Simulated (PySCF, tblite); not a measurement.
Isomers of C5H7FO. Level: GFN2-xTB in tblite, geometry and Hessian alike; calculated harmonic values, unscaled, isolated species. This tight-binding method is rough: wavenumbers can miss measured ones by several per cent, in bad cases by 10 to 20. One conformer each.

Electronic energies: PBE0/pcSseg-1 single points on the GFN2-xTB geometries (PySCF, gas phase).

| SMILES | electronic energy, lowest = 0 (kcal/mol) |
| --- | --- |
| F[C@H]1C=CCOC1 | 23.9 |
| C[C@@H]1C[C@@H]1C(=O)F | 3.2 |
| C/C=C(/C)C(=O)F | 0.0 |

Task: How do GFN2-xTB zero-point energies change the relative energies?

Result: 
| SMILES | ZPE (kcal/mol) | of it from modes above 1550 cm⁻¹ | electronic (kcal/mol) | with ZPE, lowest = 0 (kcal/mol) | lowest mode (cm⁻¹) | rings |
| --- | --- | --- | --- | --- | --- | --- |
| C/C=C(/C)C(=O)F | 67.6 | 35.3 | 0.0 | 0.0 | 28 | 0 |
| C[C@@H]1C[C@@H]1C(=O)F | 68.9 | 33.3 | 3.2 | 4.5 | 69 | 1 |
| F[C@H]1C=CCOC1 | 69.2 | 32.1 | 23.9 | 25.5 | 101 | 1 |

The zero-point energies span 1.6 kcal/mol, from `C/C=C(/C)C(=O)F` to `F[C@H]1C=CCOC1`. The order is unchanged.

Task: And how do the electronic energies of GFN2-xTB itself compare?

Result: `C/C=C(/C)C(=O)F` 2.5; `C[C@@H]1C[C@@H]1C(=O)F` 0.0; `F[C@H]1C=CCOC1` 6.7 kcal/mol, lowest = 0. Against the energies above, taken from the same isomer `C/C=C(/C)C(=O)F`, the largest difference is 19.7 kcal/mol.
